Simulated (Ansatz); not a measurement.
Species: C5H6S, net charge 0, singlet state. 
Coordinates optimised at B3LYP-D3(BJ)/def2-TZVP (Ansatz, a first-principles code):
```xyz
12

C     -2.2699    -0.0970    -0.0421
C     -0.7851    -0.1672     0.1103
C     -0.0546    -0.9890     0.9212
C      1.3509    -0.7886     0.8161
C      1.6750     0.1876    -0.0773
S      0.2663     0.8686    -0.7962
H     -2.6587     0.8896     0.2198
H     -2.7418    -0.8285     0.6140
H     -2.5835    -0.3123    -1.0661
H     -0.5118    -1.7181     1.5759
H      2.0842    -1.3465     1.3804
H      2.6534     0.5441    -0.3533
```

Parts of the frozen-core correlation energy in 6-31G (Ansatz, hartree). Frozen orbitals: 10; correlated occupied orbitals by spin: 16 and 16; virtual: 44 and 44. Spin-orbit coupling is left out. Non-relativistic. The restricted reference is unstable.

```csv
term,value
reference (HF),-590.20984
MP2 opposite-spin,-0.37825
MP2 same-spin,…
CCSD correlation,…
(T),…
T1 diagnostic,0.011
largest doubles amplitude,0.108
```

Question: What belongs in the gaps?

Answer: 
- MP2 same-spin, value: -0.12253
- CCSD correlation, value: -0.54514
- (T), value: -0.01901
